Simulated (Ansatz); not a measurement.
F2GaH3O4Si (`O[Si](O)(O)[O][Ga]([F])[F]`), relaxed with RKS PBE0-D4/def2-TZVP in Ansatz from a GFN2-xTB geometry. The force threshold is 0.005 eV/Å; the program also tests the step.

Charge 0, multiplicity 1.

Start:

```xyz
11

O    -1.054    0.482   -0.087
Si    0.628    0.481    0.098
O     1.118    1.592   -0.947
O     1.061    0.891    1.591
O     0.851   -1.078   -0.255
Ga   -0.874   -1.587   -0.465
F    -1.624   -2.240    0.956
F    -1.525   -1.938   -2.025
H    -1.548    1.301   -0.174
H     2.042    1.822   -1.004
H     0.926    0.275    2.311
```

```
         step  energy (eV)  largest force (eV/Å)  largest move (Å)
            1  -73918.2714                 0.363             0.000
            2  -73918.3165                 0.303             0.102
            3  -73918.3416                 0.218             0.133
            4  -73918.3509                 0.194             0.058
 5 (rejected)  -73918.3496                 0.558             0.055
            6  -73918.3578                 0.063             0.027
            7  -73918.3671                 0.090             0.100
 8 (rejected)  -73918.3658                 0.751             0.114
            9  -73918.3714                 0.087             0.057
           10  -73918.3733                 0.291             0.073
           11  -73918.3755                 0.111             0.049
12 (rejected)  -73918.3596                 0.515             0.042
           13  -73918.3763                 0.029             0.020
           14  -73918.3763                 0.047             0.016
           15  -73918.3765                 0.014             0.006
           16  -73918.3765                 0.004             0.002
```

End:

```xyz
11

O    -1.060    0.447    0.019
Si    0.646    0.451    0.137
O     1.145    1.465   -1.021
O     1.194    1.020    1.551
O     0.784   -1.136   -0.069
Ga   -0.960   -1.585   -0.410
F    -1.828   -2.454    0.823
F    -1.522   -1.758   -2.050
H    -1.546    1.152   -0.416
H     1.931    1.987   -0.857
H     1.214    0.412    2.293
```

Run time 2.8 min (4 threads of an Arm Neoverse V2 on a shared host); peak host memory 1.2 GiB.
